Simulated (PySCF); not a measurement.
TMS, C4H12Si.
Bonds: C1–Si2, Si2–C3, Si2–C4, Si2–C5. Hydrogens: H6, H7, H8 on C1; H9, H10, H11 on C3; H12, H13, H14 on C4; H15, H16, H17 on C5.

The calculation used PBE0-D3(BJ)/def2-SVP geometry optimisation, gas phase (PySCF).

Problem. What internal coordinates does the optimisation give?

Solution. 
| bond | length (Å) |
| --- | --- |
| C1–Si2 and 3 like bonds | 1.884 |
| C1–H6 and 11 like bonds | 1.102 |

Bonds in one row agree within 0.01 Å and their mean is given. A selection of angles:
| angle | degrees |
| --- | --- |
| Si2–C1–H6 | 111.1 |
| H6–C1–H7 | 107.7 |
| C1–Si2–C3 | 109.4 |

Si2 (four-coordinate silicon) is tetrahedral (angles from 109.4° to 109.6°). All 4 C–Si bonds measure 1.884 Å.

Point group: Td (tolerance 0.08 Å). No PBE0-D3(BJ)/def2-SVP frequencies stand behind this structure, so it isn't proved a minimum.

Cost: about 40 s of CPU time on one thread; the machine was shared, so the figure is rough. That covers the optimisation of the geometry.
